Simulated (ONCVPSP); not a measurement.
# Ga, ONCV: configuration errors across variants

* Element: Ga (Z = 31)
* Generator: ONCVPSP 4.0.1
* Type: optimised norm-conserving Vanderbilt (ONCV)
* Functional: LDA (Perdew-Wang 92)
* Relativity: scalar-relativistic
* Frozen core: [Ar]
* Valence charge: 13
* Reference configuration: 3d10 4s2 (charge +1)
* Partial waves: 4s: rc 1.80 bohr, ncon 4, nbas 7, qcut 4 1/bohr, 3 projectors, debl 0.7 Ha; p scattering state at 0.46 Ha: rc 1.40 bohr, ncon 4, nbas 8, qcut 6.9 1/bohr, 2 projectors, debl 1.2 Ha; 3d: rc 1.10 bohr, ncon 5, nbas 9, qcut 16.4 1/bohr, local; f scattering state at 0.07 Ha: rc 1.40 bohr, ncon 3, nbas 8, qcut 7.6 1/bohr, 1 projector
* Local potential: the d channel
* Core correction: polynomial model core, fcfact 0.6

All-electron excitation energies from the reference (eV): (1) 3d10 4s2 4p1 -5.883; (2) 3d10 4s1 21.498; (3) 3d10 4s0 53.094; (4) 3d9 4s2 4p1 22.090.

2 further variants failed, have other tests or too few solved ones, and are left out.

A true bound ghost makes a file unfit for plane-wave use even where its test errors are small: the radial tests pick states by their node count and pass the ghost by.

Errors AE − PS in meV (a dash: test not solved or not reliable):

| change | (1) | (2) | (3) | (4) | bound ghosts | GHOST(+) flags above zero |
| --- | --- | --- | --- | --- | --- | --- |
| base | -2.4 | -12 | -57 | -343 | s, p | s |
| all radii but the core radius scaled by about 0.97 (s 1.74, p 1.36, d 1.06, f 1.36 bohr) | -2.0 | -12 | -58 | -335 | s, p | s |
| all radii but the core radius scaled by about 1.10 (s 1.98, p 1.54, d 1.22, f 1.54 bohr) | -0.7 | -11 | -58 | -359 | s, p | s |
| all radii but the core radius scaled by about 1.19 (s 2.14, p 1.66, d 1.30, f 1.66 bohr) | -1.3 | -12 | -65 | -362 | s, p | none |

Question: Give the same row for: all radii but the core radius scaled by about 1.28 (s 2.30, p 1.80, d 1.40, f 1.80 bohr).

Answer: -2.3, -15, -81, -356; bound ghosts: s, p; GHOST(+) flags above zero: none.
